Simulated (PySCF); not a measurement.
# Bonding in `C#C/C=C/C(=O)C(=C)OC`

Species: C8H8O2.
Numbering: `[CH:1]#[C:2]/[CH:3]=[CH:4]/[C:5](=[O:6])[C:7](=[CH2:8])[O:9][CH3:10]` (hydrogens: H11 on C1; H12 on C3; H13 on C4; H14, H15 on C8; H16, H17, H18 on C10)

Structure used (GFN2-xTB), in Å, numbered top down from 1:
```xyz
18
C8H8O2 angstrom
C      4.518   -1.214    0.510
C      3.587   -0.459    0.410
C      2.515    0.435    0.293
C      1.229    0.066    0.187
C      0.182    1.086    0.069
O      0.418    2.280    0.064
C     -1.223    0.580   -0.046
C     -2.224    1.456   -0.158
O     -1.328   -0.777   -0.024
C     -2.620   -1.326   -0.128
H      5.330   -1.874    0.598
H      2.760    1.492    0.291
H      0.930   -0.970    0.184
H     -3.260    1.186   -0.246
H     -1.982    2.503   -0.160
H     -2.490   -2.406   -0.088
H     -3.256   -1.003    0.702
H     -3.094   -1.049   -1.075
```

Bond orders from the PBE0/pcSseg-1 density (PySCF). Isolated species at its GFN2-xTB geometry (one conformer only).

Q: How far do the computed orders between heavy atoms stray from the drawn ones?

A: The largest departure is 0.684, at C1–C2 (drawn triple, 2.316). Drawn single, order above 1.12: C2–C3 (1.122). Drawn double or triple, more than 0.30 short of the drawn order: C1–C2 (2.316).

Q: Give the Mayer order of every bond between heavy atoms, beside its length.

A: 
```csv
bond,drawn as,length (Å),Mayer order
C1–C2,triple,1.203,2.316
C2–C3,single,1.401,1.122
C3–C4,double,1.342,1.734
C4–C5,single,1.467,1.003
C5–O6,double,1.217,1.962
C5–C7,single,1.497,0.942
C7–C8,double,1.335,1.824
C7–O9,single,1.361,1.023
O9–C10,single,1.408,0.904
```

By pair of heavy elements: C–C: lowest C5–C7 (0.942, 1.497 Å), highest C1–C2 (2.316, 1.203 Å). C–O: lowest O9–C10 (0.904, 1.408 Å), highest C5–O6 (1.962, 1.217 Å).

Q: And the bonds to hydrogen?

A: C–H: 0.92 to 1.15 (8 bonds).

Q: Sum the orders of all bonds at each heavy atom with more than one neighbour and set the sums beside the valence in the SMILES.

A: C1 3.465 (drawn 4), C2 3.438 (drawn 4), C3 3.771 (drawn 4), C4 3.692 (drawn 4), C5 3.907 (drawn 4), C7 3.789 (drawn 4), C8 3.686 (drawn 4), O9 1.927 (drawn 2), C10 3.782 (drawn 4). Orders between atoms that aren't bonded are not in these sums.

The Mayer order sums products of elements of PS (density times overlap matrix) between the two atoms' basis functions, so it depends on the basis set.
